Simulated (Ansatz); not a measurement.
Gas-phase electronic energies from Ansatz, PBE0-D4/def2-TZVP geometries. CBS: MP2 limit from def2 TZ/QZ plus the TZ coupled-cluster correction, frozen cores. This one scheme is used for every species. Functionals use def2-TZVPP. def2 core potentials past Kr. For In outer-core shells are correlated without core-valence functions, which leaves a few kJ/mol of doubt a bond.

Reaction (formal exchange of groups at the In–C bond): `[SiH3][CH2][InH2]` + `B1CO1` → `[InH2][B]1CO1` + `C[SiH3]`

```tsv
level	ΔE (kJ/mol)
B97M-V	-20.7
r2SCAN0-D4	-19.7
CAM-B3LYP-D4	-19.0
LC-ωPBE	-22.2
RPA@PBE/def2-TZVPP	-17.7
HF/def2-SVP	-22.1
CCSD(T)/def2-SVP	-21.0
MP2/CBS(def2)	-8.0
```

(1) What does CCSD(T)/CBS give? (An estimate is asked.)

Largest T1 diagnostic among the species: 0.016.

Results:

(1) Ansatz gave: -13.1 kJ/mol. The listed levels differ from it by -7.6, -6.6, -5.9, -9.1, -4.6, -9.0, -7.9, 5.1 kJ/mol.

Leaving LDA and LC-ωPBE aside and taking each functional with its dispersion term where it has one, the values, not all of them listed here, spread over 5.9 kJ/mol, from PBE-D4 to BHLYP-D4. The D4 term adds +3.7 kJ/mol with B3LYP and +2.0 kJ/mol with PBE0; it sums over pairs of atoms, weighted by their polarisabilities, and B3LYP, whose exchange is more repulsive, gets the larger term. At CCSD(T), def2-SVP lies −7.9 kJ/mol from the extrapolated value and def2-TZVPP −4.4 kJ/mol.

B3LYP here is the variant with VWN-RPA as its local correlation; programs differ in this.
